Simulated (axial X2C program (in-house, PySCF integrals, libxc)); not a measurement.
Spectroscopic constants of TeCl⁻

Calculated with an in-house all-electron X2C program for linear molecules (integrals from PySCF). Spin-free means the one-electron spin-free X2C Hamiltonian; two-component (2c) means X2C with spin–orbit coupling and atomic mean-field two-electron Coulomb and Gaunt terms, so the difference of the two also holds small scalar two-electron terms. Basis: Te dyall-acv3z [12s13p9d5f1g], Cl dyall-av3z [9s8p3d2f] (cores contracted in-house); Gaussian nuclei, density fitting, unrestricted open shells. Masses: Te 129.906 u, Cl 34.969 u.

Input:
```json
{
 "zs": [
  52,
  17
 ],
 "q": -1,
 "bas": [
  "dyall-acv3z",
  "dyall-av3z"
 ],
 "levels": [
  "PBE0",
  "HF",
  "PBE"
 ],
 "cc": true,
 "r0": 2.35,
 "thr": -1.0,
 "nmax": 90,
 "npts": 10,
 "nst": 2,
 "ntry": 6
}
```
```bash
python so2c.py task.json out
```

Keys: zs atomic numbers; q charge; bas basis sets; levels methods; cc coupled cluster on or off; r0 starting distance in Å; thr threshold in hartree for freezing inner shells (an s shell follows its p shell); nmax most natural virtual spinors; npts points on the curve; nst determinants followed; ntry starts of the search. HF also brings MP2.

State, spin-free: M_S = 0, Λ = 0 (closed shell); electrons by block: σα: 15, σβ: 15, π+α: 8, π+β: 8, π-α: 8, π-β: 8, δ+α: 2, δ+β: 2, δ-α: 2, δ-β: 2. Fragments: Te + Cl-.

State, 2c: Ω = 0 (closed shell); electrons by block: 1/2: 23, -1/2: 23, 3/2: 10, -3/2: 10, 5/2: 2, -5/2: 2. Fragments: Te + Cl-.

| Hamiltonian | level | Re (Å) | ωe (cm⁻¹) | ωexe (cm⁻¹) | Be (cm⁻¹) | αe (cm⁻¹) | De (eV) | μ (D) |
| --- | --- | --- | --- | --- | --- | --- | --- | --- |
| spin-free | PBE0 | 2.438 | 315.0 | 1.24 | 0.103 | 0.000518 | 1.70 | -1.35 |
| spin-free | HF | 2.458 | 308.1 | 1.33 | 0.1012 | 0.000534 | 0.566 | -1.82 |
| spin-free | MP2 | 2.440 | 322.6 | 1.16 | 0.1028 | 0.000488 | 1.54 | n/a |
| spin-free | PBE | 2.467 | 296.9 | 1.25 | 0.1005 | 0.000533 | 1.83 | -1.28 |
| 2c | PBE0 | 2.457 | 296.2 | 1.52 | 0.1014 | 0.000591 | 1.50 | -1.56 |
| 2c | HF | 2.480 | 286.5 | 1.78 | 0.09951 | 0.000637 | n/a | -2.07 |
| 2c | MP2 | 2.455 | 307.1 | 1.39 | 0.1015 | 0.000544 | 1.31 | n/a |
| 2c | PBE | 2.489 | 276.7 | 1.53 | 0.09873 | 0.000616 | 1.64 | -1.51 |

Correlated methods: 14 electrons correlated (number of frozen shells: Te 4 s, 3 p, 2 d; Cl 2 s, 1 p), 276 virtual spin orbitals or spinors in MP2.

Dipoles are positive if Cl is the positive end and refer to the centre of mass.

The state is one determinant whose occupation by symmetry is held fixed; it was picked as the lowest of a PBE0 search that is not exhaustive. Closed shells are restricted here (equal orbitals for both partners); the stretched side of such a curve lies too high. De is counted from the lowest determinant-based energies of the atoms at the same level, without counterpoise correction. De is not given where an atomic determinant may have missed its ground term or J level, or where the truncated virtual space spoils (T). The functionals have no current-density term, which raises determinants with orbital currents, atoms included. The highest occupied level of some functionals is positive through self-interaction error; at Hartree–Fock it is bound. With the outer-core shells frozen, correlated bond lengths of heavy atoms tend to come out a few hundredths of an ångström too long. Hartree–Fock gets electron affinities wrong, so its lowest charge split need not be the true one.

Rough cost a point (2c) on 1 thread(s) of a shared host, integrals apart: PBE0 0.9 s, HF 0.7 s, PBE 0.5 s.

The whole task took 3.4 min on 1 thread of Intel(R) Xeon(R) Platinum 8259CL CPU @ 2.50GHz (Skylake/Cascade Lake) (shared host).
